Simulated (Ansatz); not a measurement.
Basis sets compared for the cluster CdF2 (the lowest singlet isomer of a short search). Charge 0, multiplicity 1. Geometry r2SCAN-D4/def2-TZVP. Ansatz on 2 threads of Arm Neoverse V2 on a shared host; times are rough, and most runs start from earlier orbitals.

```
atom   x (Å)   y (Å)   z (Å)
 Cd1   0.000   0.000   0.000
  F2   1.066   0.312   1.566
  F3  -1.066  -0.312  -1.566
```

In the def2 sets Cd takes a core potential; there is no spin–orbit coupling. The structure comes from a short search, and lower isomers may exist.

Binding counts from free atoms (Cd singlet, F doublet) in the same basis, without a counterpoise term.

```
                            level  functions  energy (Eh)  HOMO (eV)  LUMO (eV)  binding per atom (eV)  wall time
                  PBE-D4/def2-SVP         59    -367.0904      -7.65      -3.08                   2.40      0.5 s
                 PBE-D4/def2-TZVP        102    -367.3890      -8.16      -3.36                   2.38     0.75 s
r2SCAN-D4/def2-TZVP (with forces)        102    -367.5464      -8.55      -3.09                   2.32      1.9 s
                 PBE0-D4/def2-SVP         59    -367.0751      -9.61      -2.14                   2.20     0.75 s
                PBE0-D4/def2-TZVP        102    -367.3700     -10.07      -2.40                   2.20      1.1 s
```

Q: Estimate the rows for PBE-D4/def2-TZVPD, r2SCAN-D4/def2-TZVPD, PBE0-D4/def2-TZVPD.

A: 
```
               level  functions  energy (Eh)  HOMO (eV)  LUMO (eV)  binding per atom (eV)  wall time
   PBE-D4/def2-TZVPD        120    -367.3952      -8.30      -3.44                   2.41      0.9 s
r2SCAN-D4/def2-TZVPD        120    -367.5519      -8.65      -3.14                   2.35      1.9 s
  PBE0-D4/def2-TZVPD        120    -367.3757     -10.17      -2.47                   2.24      1.1 s
```
